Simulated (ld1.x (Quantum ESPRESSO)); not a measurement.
## What one change does to a pseudopotential (B, ultrasoft)

ld1.x (Quantum ESPRESSO) 7.5 input, shortened:

```
&input
   title='B', zed=5., rel=1, dft='PZ', iswitch=3,
   config='[He] 2s2 2p1'
 /
 &inputp
   pseudotype=3, tm=.true., lloc=-1, rcloc=1.80,
   nlcc=.true., new_core_ps=.true., rcore=0.70,
   which_augfun='PSQ', rmatch_augfun_nc=.true.
 /
4
2S  1  0   2.00   0.00  1.15  1.30  0.0
2S  1  0   0.00   2.25  1.15  1.30  0.0
2P  2  1   1.00   0.00  2.20  2.50  0.0
2P  2  1   0.00   2.45  2.20  2.50  0.0
 &test
   configts(1)='2s2 2p1'
 /
```

All-electron outer shells of the reference configuration (LDA (PZ), scalar-relativistic, ld1.x):

```tsv
shell	level (eV)	outermost node (bohr)	outermost maximum (bohr)
1s	-178.66	–	0.21
2s	-9.39	0.46	1.52
2p	-3.72	–	1.55
```

Change: local potential all-electron potential smoothed inside 2.00 bohr (lloc = -1).

Cutoffs: the cutoffs (Ry, on a coarse ladder) from which the occupation-weighted sum of valence levels, in a spherical-Bessel basis at the reference potential, stays within 10 and 1 mRy of its value at 400 Ry; they do not see the model core or the augmentation charge, which bear on the density cutoff. Errors are all-electron minus pseudo energies relative to the spin-unpolarised reference configuration.

Task: Predict the effect on cutoff, ghosts and configuration errors.

Result: The potential gets harder (15 Ry and 21 Ry → 18 Ry and 21 Ry); a bound ghost appears in s, which as a rule spoils a file; the number of tests with a reliable result goes from 9 to 1 (the test run of the changed file stopped, so its transferability is not established). A state that the projectors do not describe sees the local part alone, so a deeper or shallower local part can create or remove a ghost.

```csv
quantity,base,changed
"cutoff, loose",15 Ry,18 Ry
"cutoff, tight",21 Ry,21 Ry
loose cutoff by channel (10 mRy a level),"s 10 Ry, p 10 Ry","s 15 Ry, p 10 Ry"
bound ghosts,none,s
tests with a reliable result,9 of 9,1 of 9 (the test run stopped)
"error for 2s2 2p0, meV [ΔE 8.33 eV]",-15,-16
s: phases at 2.71 bohr within 0.05 rad from the reference energy up to (Ry; the scan ends near 5),to the end of the scan,to the end of the scan
p: phases at 2.71 bohr within 0.05 rad from the reference energy up to (Ry; the scan ends near 5),4.4,4.0
lowest overlap eigenvalue by channel,"s 0.51, p 0.83","s 0.51, p 0.84"
```

 A true bound ghost makes a file unfit for plane-wave use even where its test errors are small: the radial tests pick states by their node count and pass the ghost by.
